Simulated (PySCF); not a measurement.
Computed shifts of a molecule CH₉NSi₂, PBE0/pcSseg-1 run with PySCF, GIAO, gas phase, atoms alike by connectivity averaged where their shifts nearly agree, in ppm (number of nuclei): ²⁹Si: -40.5 (2). ¹⁵N: -2.4 (1). ¹³C: 38.3 (1). ¹H: 4.93 (6), 2.93 (3). References: ²⁹Si against TMS (σ = 352.7 ppm); ¹⁵N against NH3 (σ = 267.4 ppm); ¹³C against TMS (σ = 186.3 ppm); ¹H against TMS (σ = 31.56 ppm), references at their B3LYP-D3(BJ)/def2-TZVP geometries, non-relativistic. Coordinates come from a ωB97X-D3(BJ)/def2-SVP optimisation. One conformer was computed; it need not be the lowest.

Q: Which structure fits?
A. CN([SiH3])[SiH3]
B. CN[SiH2][SiH3]
C. NC([SiH3])[SiH3]
D. C[SiH2][SiH2]N

A: A, CN([SiH3])[SiH3]
